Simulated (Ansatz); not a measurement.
Coupled-cluster run, C2H3BFN (`FB1CC=N1`).

```yaml
crystal:
  periodic: [false, false, false]
  atoms:
    - {symbol: F, position_ang: [-1.468136, 1.708294, -0.632520]}
    - {symbol: B, position_ang: [-0.697584, 0.664284, -0.456280]}
    - {symbol: C, position_ang: [0.528228, 0.292128, 0.488459]}
    - {symbol: C, position_ang: [0.112896, -0.999113, -0.184974]}
    - {symbol: N, position_ang: [-0.808126, -0.685223, -1.034104]}
    - {symbol: H, position_ang: [1.521140, 0.642211, 0.200180]}
    - {symbol: H, position_ang: [0.427558, 0.337864, 1.574449]}
    - {symbol: H, position_ang: [0.476123, -2.017545, -0.011012]}
basis:
  gaussian: {orbitals: def2-TZVPP}
correlation: {method: ccsd_t}
output: {orbitals: {seedname: orbitals}}
```

```sh
$ ansatz run in.yaml --threads 2 --pin off --events-out ev --progress --plain --max-ram 4352MiB
```

Output of Ansatz, abridged:

```
Functional definition: HF
1215 factors; integrals over basis functions are off by at most 1.1e-3 eV
mean field evaluation 1: about -6967.3430 eV, gradient 4.1e1 eV
mean field evaluation 2: about -6967.5643 eV, gradient 4.1e1 eV
mean field evaluation 4: about -6971.3018 eV, gradient 4.4e0 eV
mean field evaluation 8: about -6971.3780 eV, gradient 3.7e-1 eV
mean field evaluation 16: about -6971.3790 eV, gradient 1.6e-6 eV
mean field -6971.37902404 eV, -256.1934537629 hartree, gradient 1.6e-6 eV, S^2 0.000000; 0 other end points of the search recorded, 0 dependent functions left out
5 core orbitals not correlated: weight in the atoms' cores, before any rotation towards them, 1.000 or more for the frozen orbitals, at most 0.000 for the correlated occupied ones
reference -6971.37902404 eV, -256.1934537629 hartree; 13, 13 occupied and 179, 179 virtual orbitals, 1215 factors
second order -23.07355242 eV of doubles, -0.00000000 eV of singles
cycle   1  -22.97003734 eV  change    1.0e-1 eV  update   1.0e-1
cycle   2  -23.50470314 eV  change   -5.3e-1 eV  update   3.0e-2
cycle   3  -23.62662784 eV  change   -1.2e-1 eV  update   1.6e-2
cycle   4  -23.61395741 eV  change    1.3e-2 eV  update   4.3e-3
cycle   5  -23.61257836 eV  change    1.4e-3 eV  update   2.3e-3
cycle   6  -23.61405867 eV  change   -1.5e-3 eV  update   7.3e-4
cycle   7  -23.61388903 eV  change    1.7e-4 eV  update   3.1e-4
cycle   8  -23.61375037 eV  change    1.4e-4 eV  update   9.8e-5
cycle   9  -23.61379509 eV  change   -4.5e-5 eV  update   3.9e-5
cycle  10  -23.61380700 eV  change   -1.2e-5 eV  update   1.5e-5
perturbative correction -1.00243206 eV, -0.0368386989 hartree
Total energy: -6995.99526310 eV, -257.0980838631 hartree
```

Hardware: 2 threads of an Arm Neoverse V2 on a shared host. Wall time 64 s, peak host memory 2.5 GiB.

MP2 recovers 93.7 % of the CCSD(T) correlation energy and the triples give 4.1 %; T1 = 0.0132.
